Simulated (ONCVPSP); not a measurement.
tungsten: excitation energies, all-electron against ONCV

```json
{
  "Element": "W (Z = 74)",
  "Generator": "ONCVPSP 4.0.1",
  "Type": "optimised norm-conserving Vanderbilt (ONCV)",
  "Functional": "PBE",
  "Relativity": "scalar-relativistic",
  "Frozen core": "[Kr] 4d10",
  "Valence charge": "28",
  "Reference configuration": "4f14 5s2 5p6 5d4.5 6s1.5",
  "Partial waves": "5s+6s: rc 1.75 bohr, ncon 4, nbas 9, qcut 6.6 1/bohr, 2 projectors; 5p: rc 1.75 bohr, ncon 4, nbas 9, qcut 6.3 1/bohr, 2 projectors, debl 3 Ha; 5d: rc 2.75 bohr, ncon 4, nbas 8, qcut 5.1 1/bohr, 3 projectors, debl 2 Ha; 4f: rc 0.60 bohr, ncon 4, nbas 8, qcut 32.3 1/bohr, 2 projectors, debl 3.2 Ha",
  "Local potential": "polynomial inside 0.50 bohr (lpopt 5, dvloc0 0 Ha)",
  "Core correction": "Teter function, fcfact 5, rcfact 1.05"
}
```

Energies are relative to the spin-unpolarised reference configuration 4f14 5s2 5p6 5d4.5 6s1.5; without spin polarisation the order of configurations can differ from experiment.

```json
{"valence configuration": "4f14 5s2 5p6 5d4 6s2", "charge": "0", "ΔE all-electron (eV)": "-0.695", "error AE − PS (meV)": "+5.4"}
{"valence configuration": "4f14 5s2 5p6 5d4 6s1", "charge": "+1", "ΔE all-electron (eV)": "8.188", "error AE − PS (meV)": "-0.5"}
{"valence configuration": "4f14 5s2 5p6 5d4 6s0", "charge": "+2", "ΔE all-electron (eV)": "23.868", "error AE − PS (meV)": "-13"}
{"valence configuration": "4f13 5s2 5p6 5d5 6s2", "charge": "0", "ΔE all-electron (eV)": "32.028", "error AE − PS (meV)": "-327"}
```

Note: ghosts flagged at negative energy: s at -1246.7 eV, p at -574.8 eV, d at -199.7 eV; GHOST(+) flagged for s at 49.1 eV. A true bound ghost makes a file unfit for plane-wave use.
